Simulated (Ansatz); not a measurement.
Results of the Gaussian-basis code of Ansatz.

A structure relaxed at PBE0-D4/def2-TZVP, charge 0, multiplicity 1:

```json
{"atom": "C1", "x (Å)": "-0.805", "y (Å)": "-0.058", "z (Å)": "-1.219"}
{"atom": "As2", "x (Å)": "-0.481", "y (Å)": "-0.590", "z (Å)": "0.632"}
{"atom": "N3", "x (Å)": "1.171", "y (Å)": "-1.338", "z (Å)": "0.287"}
{"atom": "N4", "x (Å)": "-0.029", "y (Å)": "1.103", "z (Å)": "1.259"}
{"atom": "H5", "x (Å)": "-1.733", "y (Å)": "0.512", "z (Å)": "-1.280"}
{"atom": "H6", "x (Å)": "-0.888", "y (Å)": "-0.952", "z (Å)": "-1.837"}
{"atom": "H7", "x (Å)": "0.023", "y (Å)": "0.553", "z (Å)": "-1.589"}
{"atom": "H8", "x (Å)": "1.553", "y (Å)": "-1.770", "z (Å)": "1.119"}
{"atom": "H9", "x (Å)": "1.846", "y (Å)": "-0.660", "z (Å)": "-0.051"}
{"atom": "H10", "x (Å)": "-0.532", "y (Å)": "1.353", "z (Å)": "2.099"}
{"atom": "H11", "x (Å)": "-0.123", "y (Å)": "1.846", "z (Å)": "0.580"}
```

(1) Give its formula and SMILES.

(2) Summarise the bond lengths by kind.

Results:

(1) CH7AsN2, `C[As](N)N`.

(2) 1 × As–C 1.954 Å; 3 × C–H 1.090 to 1.093 Å; 2 × As–N 1.847 to 1.861 Å; 4 × H–N 1.010 to 1.014 Å.
